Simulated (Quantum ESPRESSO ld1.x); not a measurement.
Neutral rhenium, 75 electrons, occupied as [Xe] 4f14 5d5 6s2 (the NIST ground configuration). Method: non-relativistic Kohn-Sham, LDA (Slater exchange, Perdew-Wang correlation), spin-polarised, spherical densities, point nucleus; open shells are filled with parallel spins first; relativity is left out, which matters for an element this heavy; computed with ld1.x of Quantum ESPRESSO 7.5.

Normalised radial functions P(r) = r R(r), r in bohr:

| r | 5p up |
|---|---|
| 0.003707 | 0.0100 |
| 0.005024 | 0.0174 |
| 0.006864 | 0.0302 |
| 0.009377 | 0.0513 |
| 0.01281 | 0.0837 |
| 0.0175 | 0.1297 |
| 0.02372 | 0.1850 |
| 0.0324 | 0.2383 |
| 0.04427 | 0.2551 |
| 0.06048 | 0.1868 |
| 0.08262 | 0.0017 |
| 0.1129 | -0.2452 |
| 0.153 | -0.3665 |
| 0.209 | -0.1663 |
| 0.2855 | 0.2929 |
| 0.39 | 0.5454 |
| 0.5329 | 0.1951 |
| 0.728 | -0.5302 |
| 0.9866 | -1.0038 |
| 1.348 | -0.9364 |
| 1.841 | -0.5392 |
| 2.516 | -0.1955 |
| 3.437 | -0.0418 |
| 4.695 | -0.0046 |
| 6.363 | -0.0002 |
| 8.693 | 0.0000 |
| 11.88 | 0.0000 |

5p up: eigenvalue -45.280 eV, 3 radial nodes at r = 0.0828, 0.236, 0.583 bohr, <r> = 1.26 bohr, 90 % of the charge inside 1.83 bohr.
